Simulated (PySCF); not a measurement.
Al(OMe)(SeH)2, SMILES [O](C)[Al]([SeH])[SeH] (CH5AlOSe2) (PBE0/def2-SVP optimised geometry):

```
10

Al     0.691    -0.092     0.000
O     -0.785     0.725     0.007
C     -2.163     0.562     0.031
H     -2.623     1.006    -0.869
H     -2.470    -0.500     0.073
H     -2.598     1.069     0.910
Se     2.623     1.172    -0.015
H      1.823     2.407    -0.013
Se     0.756    -2.407     0.000
H      2.228    -2.407     0.000
```

Method: PySCF with PBE0/def2-TZVP.

What are the frontier orbital energies and the dipole moment?

HOMO-2 -8.11 eV, HOMO-1 -7.55 eV, HOMO -7.19 eV, LUMO -0.64 eV, LUMO+1 -0.33 eV; dipole moment 1.03 D.

Meta-Löwdin charges at PBE0/def2-TZVP: Al1 0.78, O2 -0.63, C3 -0.10, H4 0.11, H5 0.10, H6 0.11, Se7 -0.27, H8 0.09, Se9 -0.28, H10 0.09.
